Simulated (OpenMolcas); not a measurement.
## Zn I: CASPT2 settings compared

| Item | Value |
| --- | --- |
| Program | OpenMolcas |
| Basis | ANO-RCC-VDZ [5s4p2d] |
| Scalar Hamiltonian | DKH4, point nucleus |
| Active space | 2 electrons in 8 orbitals (4s 4p 5s 5p) |
| State averaging | 2S+1 = 3 even, 3 roots (0 in the spin-orbit step); 2S+1 = 1 even, 1 root kept (CI in the orbitals of an earlier block); 2S+1 = 3 odd, 3 roots |
| Spin-orbit coupling | RASSI with atomic mean-field integrals over the reference wave functions, term energies averaged over their components |

Methods on the same reference wave functions:
A. CASSCF
B. SS-CASPT2, IPEA 0.35 Eh, imaginary shift 0.5 Eh (closed shells correlated: 3d)
C. SS-CASPT2, IPEA 0.15 Eh, imaginary shift 0.3 Eh (closed shells correlated: 3s 3p 3d)
D. SS-CASPT2, IPEA 0.6 Eh, real shift 0.4 Eh (closed shells correlated: 3s 3p 3d)

Energies in cm-1 above 4s2 1S0, the measured ground level; measured values from NIST Handbook of Basic Atomic Spectroscopic Data.

```
      Level      A      B      C      D  Measured
    4s2 1S0    0.0    0.0    0.0    0.0       0.0
4s 4p 3P* 0  28567  29386  29312  29297     32311
4s 4p 3P* 1  28724  29544  29470  29455     32501
4s 4p 3P* 2  29040  29860  29786  29771     32890
```

Deviations, from unrounded energies. A percentage is the sum of absolute deviations over the sum of measured energies, with the sign that they share, or ± where signs differ.

| Against measurement | Levels | A | B | C | D |
| --- | --- | --- | --- | --- | --- |
| mean absolute deviation (cm-1) | 3 | 3800 | 3000 | 3000 | 3100 |
| other configurations (%) | 3 | -11.6 | -9.1 | -9.3 | -9.4 |

B, C, D lie about equally close to measurement and A furthest from it. The largest miss of B in the table is 4s 4p 3P* 2, by -3000 cm-1. The ranking rests on the paired levels alone, and a cruder setting can come out closer through cancelling errors.

Among B to D the level of the table that moves most is 4s 4p 3P* 0, by 89 cm-1 (lowest in D, highest in B).

The lowest spin-free term lies below A's lowest term by 0.247 hartree in B, 0.344 hartree in C, 0.342 hartree in D.

Some high roots are left out of the spin-orbit mixing, which shifts the levels that they would mix with. Terms from blocks run as CI alone lack orbitals of their own. Active for correlation alone: 5p 5s; no level in the range computed is led by a configuration that fills them, so any true level of that kind is missing. Without dynamic correlation excited terms often stand tens of per cent too high (terms of higher spin than the ground term too low), and those without a measured partner can miss by more than the paired ones (holds for A). Computed and measured levels are paired by configuration, term and J; levels that our copy of the source lacks, or whose pairing is in doubt (as where it misses far off the trend of its configuration), stay unpaired and out of the deviations. Only configurations of the active space appear.

* marks odd parity.
